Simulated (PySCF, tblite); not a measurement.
Species: C6H13NO2Si.
Numbering: `[CH3:1][CH:2]([CH3:3])[C@@H:4]1[CH2:5][Si@@H:6]([C:7]([NH2:8])=[O:9])[O:10]1` (hydrogens: H11, H12, H13 on C1; H14 on C2; H15, H16, H17 on C3; H18 on C4; H19, H20 on C5; H21 on Si6; H22, H23 on N8)

Jobs on this species (23 atoms, 86 electrons) with PySCF (density fitting) and tblite. Hardware of each: one thread, Intel Xeon at 2.50 GHz (x86_64), no GPU, on a shared host. The host was shared with other jobs, so the times are rough.

```json
{"level and settings": "GFN2-xTB", "work": "Hessian by finite differences", "basis functions": "–", "SCF cycles": "–", "wall time": "?"}
{"level and settings": "PBE0/pcSseg-1", "work": "shieldings, ring-centre shieldings, charges and field gradients", "basis functions": "242", "SCF cycles": "15", "wall time": "3.0 min"}
{"level and settings": "GFN2-xTB", "work": "L-BFGS relaxation", "basis functions": "–", "SCF cycles": "–", "wall time": "3.6 s"}
```

**Question.** Fill in the missing figures.

**Answer.** 
- GFN2-xTB; Hessian by finite differences: 4.6 s

**Question.** What do all jobs in the table cost together?

**Answer.** About 3.1 min; the longest takes about 96 % of that, and about 50 times as long as the shortest.
